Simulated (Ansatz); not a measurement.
`F[SiH3]` + `CB(O)F` → `CB(F)O[SiH3]` + H–F at 700 K and 1 bar (ligand exchange at the Si–F bond).

Computed with Ansatz on PBE0-D4/def2-TZVP structures; ΔE is electronic, products minus reactants. CCSD(T)/CBS is the MP2 limit (def2-TZVPP, def2-QZVPP) plus CCSD(T) − MP2 in def2-TZVPP, frozen cores. This one scheme is used for every species. Each species was taken in one conformer, which may not be the lowest.

| species | CCSD(T)/CBS energy (Eh) | H − E (kJ/mol) | S (J/(mol·K)) |
| --- | --- | --- | --- |
| `F[SiH3]` | -390.72345 | 108.4 | 291.4 |
| `CB(O)F` | -240.35473 | 209.9 | 377.9 |
| `CB(F)O[SiH3]` | -530.66692 | 274.6 | 484.7 |
| H–F | -100.39570 | 45.2 | 198.5 |

H − E and S are ideal-gas, rigid-rotor, harmonic terms from PBE0-D4/def2-TZVP, for one conformer and one mirror image of each species. 1 Eh = 2625.50 kJ/mol, R = 8.31446 J/(mol·K).

Problem. By hand: ΔE, ΔH, ΔS and ΔG.

Solution. ΔE = (-530.66692) + (-100.39570) − (-390.72345) − (-240.35473) = 0.01556 Eh = 40.9 kJ/mol. Δ(H − E) = 274.6 + 45.2 − 108.4 − 209.9 = 1.5, so ΔH = 42.4 kJ/mol. ΔS = 484.7 + 198.5 − 291.4 − 377.9 = 13.9 J/(mol·K). ΔG = 42.4 − 700 × (13.9)/1000 = 32.7 kJ/mol.

Problem. By hand: the equilibrium constant, and the temperature at which ΔG would vanish if ΔH and ΔS stayed fixed.

Solution. log₁₀ K = −ΔG/(RT ln 10) = -2.4. ΔG = 0 at ΔH/ΔS = 3050 K, far beyond where these terms or the molecules hold.

The number of gas molecules stays the same, so ΔS is small and ΔH decides. A doubt of 5 kJ/mol in ΔE shifts log₁₀ K by 0.4 here. Other conformers and mirror images would add mixing entropy, several J/(mol·K) or more a flexible species. Modes under 60 cm⁻¹, often nearly free rotors, make the harmonic entropy too high. These are equilibria of isolated gas molecules and say nothing of rates. Largest T1 diagnostic: 0.012 (customary marks: 0.02 for closed shells, 0.045 for open ones).
